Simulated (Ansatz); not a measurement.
Relaxation of CH$_{7}$GeNSe (11 atoms, charge 0, multiplicity 1), to a largest force component of 0.02 eV/Å in at most 50 steps.

Computed with RKS PBE/def2-SVP in Ansatz 0.2.0.

```xyz
11
Properties=species:S:1:pos:R:3
N -1.306 0.637 0.108
C -0.050 0.806 -0.533
Ge 1.126 -0.549 0.155
Se 0.360 -2.678 -0.299
H -1.983 1.387 -0.355
H -1.256 0.961 1.102
H -0.116 0.667 -1.625
H 0.420 1.834 -0.341
H 1.305 -0.355 1.744
H 2.551 -0.401 -0.478
H -0.986 -2.366 0.542
```

Task: Where does it end, and by what steps?

Result: It converged. The force dipped under the threshold on the way, but the program's further checks kept it going. After 17 steps the energy has fallen by 0.527 eV; H11 moved furthest, 0.94 Å.

```csv
step,energy less start (eV),largest force component (eV/Å),accepted
0,0.0000,3.130,yes
1,-0.4155,0.924,yes
2,-0.4522,0.174,yes
3,-0.4611,0.114,yes
4,-0.4716,0.101,yes
5,-0.4759,0.325,yes
6,-0.4878,0.171,yes
7,-0.5065,0.226,yes
8,-0.5143,0.196,yes
9,-0.5049,0.304,no
10,-0.5223,0.096,yes
11,-0.5242,0.081,yes
12,-0.5252,0.097,yes
13,-0.5138,0.399,no
14,-0.5263,0.019,yes
15,-0.5266,0.036,yes
16,-0.5266,0.027,yes
17,-0.5268,0.015,yes
```

```xyz
11
Properties=species:S:1:pos:R:3
N -1.356 0.445 0.042
C -0.011 0.797 -0.401
Ge 1.324 -0.564 0.240
Se 0.052 -2.551 0.193
H -2.082 0.911 -0.515
H -1.513 0.701 1.024
H 0.026 0.749 -1.508
H 0.337 1.815 -0.104
H 1.826 -0.201 1.673
H 2.555 -0.614 -0.708
H -1.091 -1.546 0.085
```

Time of the run: 52 s on 2 threads of Intel(R) Xeon(R) Platinum 8259CL CPU @ 2.50GHz (Skylake/Cascade Lake), on a shared host, peak memory 0.2 GiB.
